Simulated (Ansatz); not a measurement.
F₆Nb (SMILES [F][Nb-]([F])([F])([F])([F])[F]), charge -1, singlet, geometry from GFN2-xTB (such geometries of metal compounds can be far from the true shape) (core potentials on Nb) (a gas-phase anion, which may not be bound at this level); CAM-B3LYP/def2-SV(P) in Ansatz (a quantum-chemistry and plane-wave program).

The Ansatz input:
Ansatz 0.2 input:
```yaml
crystal:
  periodic: [false, false, false]
  atoms:
    - {symbol: Nb, position_ang: [0.00000000, 0.00000000, -0.00000000]}
    - {symbol: F, position_ang: [1.11527446, -0.47737769, -1.40718583]}
    - {symbol: F, position_ang: [-1.11527446, 0.47737769, 1.40718583]}
    - {symbol: F, position_ang: [-1.17152260, 0.79987238, -1.19984896]}
    - {symbol: F, position_ang: [-0.91410953, -1.60754884, -0.17913416]}
    - {symbol: F, position_ang: [0.91410953, 1.60754884, 0.17913416]}
    - {symbol: F, position_ang: [1.17152260, -0.79987238, 1.19984896]}
basis:
  gaussian:
    orbitals: def2-SV_P_.json
hamiltonian:
  xc: cam_b3lyp
total_charge: -1
scf: {lower_state_search: full}
```
The basis file holds def2-SV(P) in the JSON format of the Basis Set Exchange.

The log (banner, timings and long lists left out):

```
Functional definition: CAM-B3LYP
1074 factors; integrals over basis functions are off by at most 2.5e-4 eV
282 factors; integrals over basis functions are off by at most 9.7e-6 eV
mean field evaluation 1: about -17839.0164 eV, gradient 5.8e1 eV
mean field evaluation 2: about -17839.1035 eV, gradient 5.8e1 eV
mean field evaluation 4: about -17845.6853 eV, gradient 3.3e0 eV
mean field evaluation 8: about -17845.7061 eV, gradient 1.6e-1 eV
mean field evaluation 16: about -17845.7062 eV, gradient 1.8e-5 eV
mean field evaluation 32: about -17845.7062 eV, gradient 1.9e-4 eV
mean field -17845.70615382 eV, -655.8176048987 hartree, gradient 1.7e-5 eV, S^2 0.000000; 2 other end points of the search recorded, 0 dependent functions left out
reference -17845.70630439 eV, -655.8176104321 hartree; 34, 34 occupied and 74, 74 virtual orbitals, 1074 factors
Total energy: -17845.70630439 eV, -655.8176104321 hartree
```
